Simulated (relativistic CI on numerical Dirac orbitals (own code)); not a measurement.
# Sensitivity of the levels of Sm VIII to α and to the nuclear radius

Calculated at this level of theory: Dirac-Coulomb-Breit CI, separate exchange-only KLI orbitals for each configuration, derivatives by finite differences, unscaled Slater integrals, QED left out (own radial code, finite nucleus).

CI space (outside the closed core [Kr] 4d10): 4f4 5s2 5p3, 4f3 5s 5p5. The list is cut by size and lacks configurations that can hold low levels.

With x = (α/α₀)² − 1 an excitation energy changes as ω = ω₀ + qx; K = 2q/ω₀ is the relative enhancement. Terms are leading LS components, so labels can repeat. The field-shift factor is F = δν/δ⟨r²⟩ for the transition from the lowest level.

Lowest level 4f4 5s2 5p3 8I°_5/2.

| Level | ω₀ (cm⁻¹) | q (cm⁻¹) | F (GHz/fm²) |
| --- | --- | --- | --- |
| 4f4 5s2 5p3 8I°_7/2 | 663.7 | 676 | 0.018 |
| 4f4 5s2 5p3 8I°_9/2 | 1575.4 | 1691 | 0.0374 |
| 4f4 5s2 5p3 8I°_11/2 | 2702.8 | 2886 | 0.064 |
| 4f4 5s2 5p3 8I°_13/2 | 4003.5 | 4165 | 0.102 |
| 4f4 5s2 5p3 8I°_15/2 | 5416.3 | 5411 | 0.155 |
| 4f4 5s2 5p3 8I°_17/2 | 6865.8 | 6488 | 0.227 |
| 4f4 5s2 5p3 8I°_19/2 | 8275.6 | 7287 | 0.32 |
| 4f4 5s2 5p3 6I°_7/2 | 14402.5 | -7232 | 0.598 |
| 4f4 5s2 5p3 6I°_9/2 | 17499.8 | -4925 | 0.563 |
| 4f4 5s2 5p3 8F°_3/2 | 18998.7 | 1037 | 0.346 |
| 4f4 5s2 5p3 8F°_5/2 | 19099.3 | 457.2 | 0.419 |
| 4f4 5s2 5p3 8F°_1/2 | 19165.5 | 2283 | 0.262 |
| 4f4 5s2 5p3 8F°_7/2 | 19606.1 | 850.4 | 0.464 |

At this charge configurations can still be misplaced by up to about 7 % of their energy. Terms inside the open d or f shell come out 10 to 20 % too wide with unscaled integrals. Levels and lines within the n = 5 or 6 shells can be off by up to 10 % or somewhat more, and those that change n by about 2 %, since core polarisation is missing.

Which transition from the lowest level has the largest |K|?

4f4 5s2 5p3 8I°_9/2 at 1575.4 cm⁻¹, K = 2.15.
